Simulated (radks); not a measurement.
Results of a calculation; reference values are marked as such.
Task: Neutral mercury, 80 electrons, occupied as [Hg] (the NIST ground configuration). Level of theory: Dirac Kohn-Sham, PBEsol, spin-unpolarised, spherical densities, finite nucleus; Fermi nuclear charge, rms radius 5.4648 fm (a radial shooting solver on a logarithmic mesh with Libxc functionals).

Spin-orbit splittings of the eigenvalues, e(l+1/2) - e(l-1/2), with zeta = 2 splitting/(2l+1) and mean radii in bohr:

shell  occ.  splitting (eV)  zeta (eV)  <r> j=l-1/2  <r> j=l+1/2
2p        6            1947       1298      0.05693      0.06560
3p        6           431.1      287.4       0.1705       0.1864
3d       10           92.41      36.96       0.1621       0.1670
4p        6           104.2      69.46       0.4012       0.4355
4d       10           19.43      7.771       0.4426       0.4537
4f       14           4.194      1.198       0.4793       0.4860
5p        6               ?          ?       0.9717        1.069
5d       10           1.840     0.7359        1.460        1.531

Estimate the 5p splitting.

Result: 18.34 eV (zeta = 12.23 eV).
